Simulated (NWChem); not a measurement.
C$_{2}$H$_{6}$Si, singlet; SMILES C[Si]C

All runs: NWChem. Pople sets run with spherical d functions. Low-valent species are run as closed-shell singlets; no triplet was tried in these runs. Structure relaxed at the B3LYP/6-31G* (spherical d) level. Level PBE/6-31G*: single points from the atomic guess with DIIS by default; each run changes one setting, and all converged runs end within 0.3 mHa of each other. cgmin counts macro-iterations, each dearer than a DIIS step.

```csv
setting,SCF iterations
defaults,7
quadratically convergent solver (cgmin),4
DIIS on 20 Fock matrices,7
level shift of 0.5 Ha throughout,12
no level shifting,7
core-Hamiltonian guess,11
```
